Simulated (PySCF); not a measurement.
Output of ΔSCF core-hole calculations on `CO[SiH2]Br`.

Level of theory: PySCF 2.14.0, delta-SCF UKS SCAN, pcX-2 on the ionised atom, pcseg-1 elsewhere, spin-free X2C. The program numbers atoms from 0. The cycles run on a coarse integration grid; for E(ground) and E(ion) the exchange–correlation energy is redone on a finer one, so they differ from the last cycle, and only they enter the binding energy.

Coordinates (Å, PBE0-D3(BJ)/def2-SVP):
```
C     -0.418057     1.338945    -0.539534
O      0.869995     1.831730    -0.798485
Si     2.268118     1.123908    -0.272998
Br     3.939170     2.354395    -1.036358
H     -0.560583     0.319188    -0.941654
H     -0.644320     1.319219     0.542133
H     -1.148269     2.001071    -1.027311
H      2.409362    -0.256645    -0.818205
H      2.339300     1.106038     1.215997
```

```
ground state, core basis on atom 0 (C), 129 functions
  cycle   1  E = -3005.00064696  |g| = 6.31e-01
  cycle   2  E = -3004.74815789  |g| = 1.28e+00
  cycle   3  E = -3005.07898294  |g| = 1.06e-01
  cycle   4  E = -3005.08106097  |g| = 4.83e-02
  cycle   5  E = -3005.08172124  |g| = 1.15e-02
  cycle   6  E = -3005.08175590  |g| = 1.90e-03
  cycle   7  E = -3005.08176018  |g| = 6.03e-04
  cycle   8  E = -3005.08176253  |g| = 2.20e-04
  E(ground) = -3005.26468493 Eh
hole in C 1s of atom 0
  cycle   1  E = -2993.77520528  |g| = 1.49e+00
  cycle   2  E = -2990.99303669  |g| = 2.43e+00
  cycle   3  E = -2993.91399980  |g| = 9.21e-01
  cycle   4  E = -2994.24515389  |g| = 4.46e-01
  ...
  cycle   9  E = -2994.32354149  |g| = 1.49e-03
  cycle  10  E = -2994.32354210  |g| = 5.35e-04
  cycle  11  E = -2994.32354407  |g| = 1.58e-04
  E(ion) = -2994.50545552 Eh   <S^2> = 0.7719   hole on atom = 1.000
```

Task: What is the C 1s binding energy of atom 0?

Result: (-2994.505456 − (-3005.264685)) Eh × 27.2114 eV/Eh = 292.77 eV, for the methoxy carbon.

```
ground state, core basis on atom 1 (O), 129 functions
  cycle   1  E = -3005.11366332  |g| = 9.86e-02
  cycle   2  E = -3005.11295415  |g| = 7.47e-02
  cycle   3  E = -3005.11333838  |g| = 6.07e-02
  cycle   4  E = -3005.11397575  |g| = 5.04e-03
  cycle   5  E = -3005.11398156  |g| = 1.00e-03
  cycle   6  E = -3005.11398462  |g| = 9.89e-05
  E(ground) = -3005.29495953 Eh
hole in O 1s of atom 1
  cycle   1  E = -2984.49812036  |g| = 2.23e+00
  cycle   2  E = -2983.85730295  |g| = 2.29e+00
  cycle   3  E = -2985.24024408  |g| = 4.59e-01
  cycle   4  E = -2985.29047170  |g| = 2.27e-01
  cycle   5  E = -2985.32378080  |g| = 6.38e-02
  cycle   6  E = -2985.32634775  |g| = 8.25e-03
  cycle   7  E = -2985.32638912  |g| = 2.35e-03
  cycle   8  E = -2985.32639110  |g| = 6.67e-04
  cycle   9  E = -2985.32639009  |g| = 1.59e-04
  E(ion) = -2985.50760790 Eh   <S^2> = 0.7620   hole on atom = 1.000
```

Task: What is the O 1s binding energy of atom 1?

Result: (-2985.507608 − (-3005.294960)) Eh × 27.2114 eV/Eh = 538.44 eV, for the silyl ether oxygen.

```
ground state, core basis on atom 2 (Si), 140 functions
  cycle   1  E = -3005.18275954  |g| = 2.98e-01
  cycle   2  E = -3005.18073363  |g| = 1.36e-01
  cycle   3  E = -3005.17897889  |g| = 1.62e-01
  cycle   4  E = -3005.18384623  |g| = 1.64e-02
  cycle   5  E = -3005.18388675  |g| = 3.36e-03
  cycle   6  E = -3005.18389462  |g| = 3.56e-04
  E(ground) = -3005.32559661 Eh
hole in Si 1s of atom 2
  cycle   1  E = -2936.20429364  |g| = 4.35e+00
  cycle   2  E = -2935.77603467  |g| = 2.39e+00
  cycle   3  E = -2936.46467650  |g| = 1.08e+00
  cycle   4  E = -2937.17365699  |g| = 4.01e-01
  ...
  cycle   8  E = -2937.25824295  |g| = 2.53e-03
  cycle   9  E = -2937.25824706  |g| = 9.12e-04
  cycle  10  E = -2937.25824750  |g| = 3.62e-04
  E(ion) = -2937.40515195 Eh   <S^2> = 0.7524   hole on atom = 1.000
```

Task: What is the Si 1s binding energy of atom 2?

Result: (-2937.405152 − (-3005.325597)) Eh × 27.2114 eV/Eh = 1848.21 eV, for the oxygen-bound silicon.

The ground state is recomputed for each atom, because the flexible core basis sits on the ionised atom alone; energies of different blocks can't be mixed. The structure is a single PBE0-D3(BJ)/def2-SVP conformer in the gas phase; no vibrational or solvent corrections.

Shape of the structure used: `[CH3:1][O:2][SiH2:3][Br:4]`: C1–O2–Si3–Br4 179°.
Labels such as C1 count atoms from 1, the log's own numbers from 0.
